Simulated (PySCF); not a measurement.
NMR data sheet: C8H16N2

* Formula: C8H16N2
* SMILES: C=CCN(N=C)C(C)(C)C
* InChI: InChI=1S/C8H16N2/c1-6-7-10(9-5)8(2,3)4/h6H,1,5,7H2,2-4H3
* Point group of the computed structure: C1
* Degrees of unsaturation: 2
* Carbon signals: 6
* Proton signals: 7

Molfile (atoms numbered from 1):
```
C8H16N2
     RDKit          3D

 26 25  0  0  0  0  0  0  0  0999 V2000
    2.7609    0.3448   -0.0539 C   0  0  0  0  0  0  0  0  0  0  0  0
    2.0837    0.5779   -1.1613 C   0  0  0  0  0  0  0  0  0  0  0  0
    0.5882    0.7141   -1.2482 C   0  0  0  0  0  0  0  0  0  0  0  0
   -0.1002    0.4948    0.0039 N   0  0  0  0  0  0  0  0  0  0  0  0
   -0.2675    1.4564    0.8942 N   0  0  0  0  0  0  0  0  0  0  0  0
    0.2849    2.5950    0.8425 C   0  0  0  0  0  0  0  0  0  0  0  0
   -0.8990   -0.7146    0.2036 C   0  0  0  0  0  0  0  0  0  0  0  0
   -2.1900   -0.6370   -0.6255 C   0  0  0  0  0  0  0  0  0  0  0  0
   -0.0818   -1.9493   -0.1937 C   0  0  0  0  0  0  0  0  0  0  0  0
   -1.2612   -0.8245    1.6861 C   0  0  0  0  0  0  0  0  0  0  0  0
    2.2679    0.2352    0.8976 H   0  0  0  0  0  0  0  0  0  0  0  0
    3.8340    0.2612   -0.0495 H   0  0  0  0  0  0  0  0  0  0  0  0
    2.5944    0.6984   -2.1086 H   0  0  0  0  0  0  0  0  0  0  0  0
    0.2107    0.0157   -1.9984 H   0  0  0  0  0  0  0  0  0  0  0  0
    0.3494    1.7257   -1.6122 H   0  0  0  0  0  0  0  0  0  0  0  0
    0.0563    3.2674    1.6518 H   0  0  0  0  0  0  0  0  0  0  0  0
    0.9682    2.9549    0.0759 H   0  0  0  0  0  0  0  0  0  0  0  0
   -1.9734   -0.5408   -1.6872 H   0  0  0  0  0  0  0  0  0  0  0  0
   -2.7760    0.2243   -0.3134 H   0  0  0  0  0  0  0  0  0  0  0  0
   -2.7838   -1.5352   -0.4792 H   0  0  0  0  0  0  0  0  0  0  0  0
    0.0747   -2.0090   -1.2672 H   0  0  0  0  0  0  0  0  0  0  0  0
    0.8890   -1.9292    0.2941 H   0  0  0  0  0  0  0  0  0  0  0  0
   -0.6074   -2.8482    0.1174 H   0  0  0  0  0  0  0  0  0  0  0  0
   -1.8468   -1.7243    1.8540 H   0  0  0  0  0  0  0  0  0  0  0  0
   -0.3596   -0.8711    2.2904 H   0  0  0  0  0  0  0  0  0  0  0  0
   -1.8367    0.0398    2.0002 H   0  0  0  0  0  0  0  0  0  0  0  0
  1  2  2  0
  2  3  1  0
  3  4  1  0
  4  5  1  0
  5  6  2  0
  4  7  1  0
  7  8  1  0
  7  9  1  0
  7 10  1  0
  1 11  1  0
  1 12  1  0
  2 13  1  0
  3 14  1  0
  3 15  1  0
  6 16  1  0
  6 17  1  0
  8 18  1  0
  8 19  1  0
  8 20  1  0
  9 21  1  0
  9 22  1  0
  9 23  1  0
 10 24  1  0
 10 25  1  0
 10 26  1  0
M  END
```

Computed data (PySCF 2.14): structure optimised with GFN2-xTB, PBE0/pcSseg-1 with gauge-including orbitals. One conformer, no solvent model, equivalent nuclei averaged, relativity neglected.

References, each an isolated molecule treated in the same way: TMS for ¹H, ¹³C; ¹⁵N vs NH3.

| carbon | δC, type | δH (multiplicity) | HMBC from (2–3 bonds) | span of the C tensor (ppm) |
| --- | --- | --- | --- | --- |
| C1 | 122.9, CH2 | H11 5.36 (m); H12 5.47 (m) | H13, H14/H15 | 227 |
| C2 | 139.6, CH | 5.89 (m) | H12, H11, H14/H15 | 225 |
| C3 | 47.9, CH2 | 3.85 (d) | H13, H12, H11 | 47 |
| C6 | 110.3, CH2 | H16 5.60 (d); H17 5.79 (d) | – | 148 |
| C7 | 59.6, C | – | H14/H15, H18/H19/H20/H21/H22/H23/H24/H25/H26 | 47 |
| C8/C9/C10 | 29.6, CH3 | 1.29 (s) | H18/H19/H20/H21/H22/H23/H24/H25/H26 | 42 |

Other nuclei:
| atoms | nucleus | environment | δ (ppm) | σ (ppm) |
| --- | --- | --- | --- | --- |
| N5 | ¹⁵N | imine nitrogen | 388.6 | -120.9 |
| N4 | ¹⁵N | nitrogen bonded to O or N | 154.7 | 113.0 |

1. Carbon types of the structure: 1 × C, 1 × CH, 3 × CH2, 3 × CH3, which accounts for all hydrogens.
2. δC 139.6: alkene CH; as expected for a trigonal carbon in a double bond.
3. δC 122.9: terminal =CH2 carbon; the olefinic region.
4. δC 110.3: C=N carbon.
5. δC 59.6: fully substituted sp3 carbon bonded to N; the inductive effect lowers its shielding.
6. δH 3.85: hydrogen on an allylic sp3 CH2 bonded to N; its carbon carries N, which withdraws density.

Shifts are as computed. Against solution values, carbons near 30 ppm lie about +3 ppm off and those near 130 ppm about +5 ppm. Of 1211 compounds with measured shifts, 218 miss one by over three times the rms of a fit or turn the order of signals round; such compounds aren't used in these exercises. Experimental scales use liquid or dissolved standards, which lie at an offset from isolated NH3 (liquid NH3: subtract about 20 ppm). Unscaled 15N shifts of sp2 nitrogen come out 20 to 40 ppm too high even then. Multiplicities follow the n + 1 count of equivalent neighbours, as no J values were calculated; m marks all less simple cases, F and P coupling included.
